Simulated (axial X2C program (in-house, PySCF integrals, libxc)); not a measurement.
## Which molecule has these constants?

Computed with an axial X2C code built on PySCF integrals, spin-free (one-electron X2C) or two-component (2c: spin–orbit coupling with atomic mean-field Coulomb and Gaunt terms, which also bring small scalar terms), in Dyall basis sets with cores contracted in-house; open shells are unrestricted.

A two-component PBE0 calculation in a Dyall 3-zeta basis gave Re = 2.352 Å, ωe = 269.0 cm⁻¹, Ω = 1/2.

Question: Which molecule is it?
A. IF⁻
B. BrF⁻
C. ClF⁻

Answer: A. The others have ClF⁻ 2.227 Å and 309.3 cm⁻¹ (Ω = 1/2); BrF⁻ 2.289 Å and 277.3 cm⁻¹ (Ω = 1/2).

Each entry is the lowest single determinant of a limited PBE0 search at one distance. De goes to single-determinant-based atoms at the same level (for ions the charge split of lowest energy) and is withheld (n/a) where an atom does not fit its ground term or J level. Main or longest-lived isotopes. Some light 2c atoms are not at their ground J level, so De misses part of their lowering (0.04 eV or less). The functionals have no current term, which raises determinants with orbital currents.
